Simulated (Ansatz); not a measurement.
Ansatz (a quantum-chemistry and plane-wave program) input (SVWN5/def2-TZVPD):

Ansatz 0.2 input:
```yaml
crystal:
  periodic: [false, false, false]
  atoms:
    - {symbol: As, position_ang: [0.00000000, -0.00000000, -0.00000000]}
    - {symbol: H, position_ang: [-0.86089794, -1.11813083, -0.48230707]}
    - {symbol: H, position_ang: [-0.54108335, 1.29598678, -0.50162634]}
    - {symbol: H, position_ang: [1.38969123, -0.18816144, -0.50728243]}
    - {symbol: H, position_ang: [0.01229005, 0.01030549, 1.49121583]}
basis:
  gaussian:
    orbitals: def2-TZVPD
hamiltonian:
  xc: {name: SVWN5}
total_charge: 1
output: {forces: true}
```

End of the output:

```
mean field: 0.18 GiB planned
mean field evaluation 1: about -60806.1625 eV, gradient 2.0e1 eV
mean field evaluation 2: about -60806.7333 eV, gradient 1.5e1 eV
mean field evaluation 4: about -60807.4487 eV, gradient 5.8e-1 eV
mean field evaluation 8: about -60807.4458 eV, gradient 1.9e-4 eV
mean field -60807.44584184 eV, -2234.6324179205 hartree, gradient 4.4e-5 eV, S^2 0.000000; 0 other end points of the search recorded, 0 dependent functions left out
the calculation of the forces begins
reference -60807.44587116 eV, -2234.6324189981 hartree; 18, 18 occupied and 72, 72 virtual orbitals, 611 factors
Total energy: -60807.44587116 eV, -2234.6324189981 hartree
Atom 0 at     0.000000    -0.000000    -0.000000 Å, force     0.000000    -0.000000     0.000000 eV/Å
Atom 1 at    -0.860898    -1.118131    -0.482307 Å, force    -0.087679    -0.113879    -0.049121 eV/Å
Atom 2 at    -0.541083     1.295987    -0.501626 Å, force    -0.055107     0.131993    -0.051089 eV/Å
Atom 3 at     1.389691    -0.188161    -0.507282 Å, force     0.141534    -0.019163    -0.051663 eV/Å
Atom 4 at     0.012290     0.010305     1.491216 Å, force     0.001253     0.001049     0.151873 eV/Å
Dipole moment:    -0.000001     0.000000    -0.000001 e Å
```
